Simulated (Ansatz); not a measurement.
Mulliken charges of ClHZn (`[Cl][ZnH]`) from r2SCAN/def2-TZVPP in Ansatz (PBE0-D4/def2-TZVP geometry).

```tsv
atom	x (Å)	y (Å)	z (Å)	charge (e)
Cl1	1.622	-0.593	0.816	-0.333
Zn2	-0.169	0.036	-0.088	0.426
H3	-1.464	0.492	-0.741	-0.093
```

Question: By hand: the dipole of these point charges (1 e Å = 4.8032 D).

Answer: Σ q r = (-0.476, 0.167, -0.240) e Å, of length 0.559 e Å = 2.68 D.

Question: How does the dipole of the full density compare? (An estimate is asked.)

Answer: Computed: (-0.305, 0.107, -0.154) e Å, 1.72 D; the point charges give 1.56 times that, at 0° from its direction.

Point charges leave out the atoms' own dipoles, such as those of lone pairs, and Mulliken's split depends on the basis, so the two needn't agree.
